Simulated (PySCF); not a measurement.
Ni(OH)2 (H₂NiO₂), SMILES [OH][Ni][OH] (connectivity only; charge and spin as stated), neutral, multiplicity 3.

Geometry optimised at PBE0-D3(BJ)/def2-TZVP. The multiplicity is an assumed one; other spin states were not compared. One conformer was computed; it need not be the lowest.

The numbers are results of TDA-CAM-B3LYP/def2-SVPD run with PySCF 2.14.0, not measurements.

Vertical excitations. 

Question: Give excitation energies, oscillator strengths and character. (The exact figures need the calculation; the answer reports its results.)

Answer: 
```tsv
state	energy (eV)	λ (nm)	f	main pairs
root 1	0.44	2820	0.000	β HOMO−1→LUMO 47 %, β HOMO−5→LUMO 37 %
root 2	0.52	2388	0.000	β HOMO−4→LUMO 77 %
root 3	0.78	1595	0.000	β HOMO−2→LUMO 78 %, β HOMO−6→LUMO 13 %
root 4	0.92	1343	0.000	β HOMO−2→LUMO+1 84 %, β HOMO−6→LUMO+1 14 %
root 5	1.53	810	0.000	β HOMO−4→LUMO+1 96 %
root 6	1.77	700	0.000	β HOMO−1→LUMO+1 54 %, β HOMO−5→LUMO+1 29 %, β HOMO−4→LUMO 14 %
root 7	3.00	413	0.004	β HOMO→LUMO 97 %
root 8	3.33	372	0.000	β HOMO−3→LUMO 97 %
root 9	3.69	336	0.005	β HOMO−5→LUMO 38 %, β HOMO−1→LUMO 34 %, β HOMO→LUMO+1 25 %
root 10	4.09	303	0.124	β HOMO→LUMO+1 67 %, β HOMO−1→LUMO 13 %, β HOMO−5→LUMO 12 %
```
Unrestricted roots are not spin-pure.
